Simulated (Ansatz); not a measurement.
Reaction (ligand exchange at a Ga–O bond): `[BH2][GaH][O]C` + H–F → `[BH2][GaH][F]` + CH₃OH

Program: Ansatz. Geometries: PBE0-D4/def2-TZVP. ΔE: electronic, gas phase. CBS: MP2 limit from def2 TZ/QZ plus the TZ coupled-cluster correction, frozen cores. This one scheme is used for every species. DFT in def2-TZVPP. B3LYP here is the variant with VWN-RPA as its local correlation; programs differ in this. HSE06 is defined as in plane-wave codes. For Ga outer-core shells are correlated without core-valence functions, which leaves a few kJ/mol of doubt a bond. Scalar relativity is left out up to krypton. Each species was taken in one conformer, which may not be the lowest.

Problem. Is it downhill or uphill in electronic energy at CCSD(T)/CBS, and by how much? (Best estimate.)

Solution. Computed: Downhill: ΔE = -6.5 kcal/mol.

Problem. What do these levels give: B3LYP-D4, HSE06-D4, CAM-B3LYP-D4, ωB97M-V, revPBE, BLYP, HSE06, MP2/def2-SVP, CCSD/def2-SVP, CCSD/def2-TZVPP, SCS-MP2/def2-QZVPP, HF/CBS(def2)? (Best estimate.)

Solution. Computed: B3LYP-D4 -8.6, HSE06-D4 -8.1, CAM-B3LYP-D4 -9.2, ωB97M-V -9.0, revPBE -9.9, BLYP -10.5, HSE06 -9.0, MP2/def2-SVP -8.6, CCSD/def2-SVP -9.5, CCSD/def2-TZVPP -7.6, SCS-MP2/def2-QZVPP -7.5, HF/CBS(def2) -12.3 kcal/mol.

Largest T1 diagnostic among the species: 0.015.

Leaving LDA and LC-ωPBE aside and taking each functional with its dispersion term where it has one, the values, not all of them listed here, spread over 1.8 kcal/mol, from B97M-V to revPBE-D4. LDA lies +2.7 kcal/mol from PBE without D4. At CCSD(T), def2-SVP lies −2.3 kcal/mol from the extrapolated value and def2-TZVPP −0.4 kcal/mol.
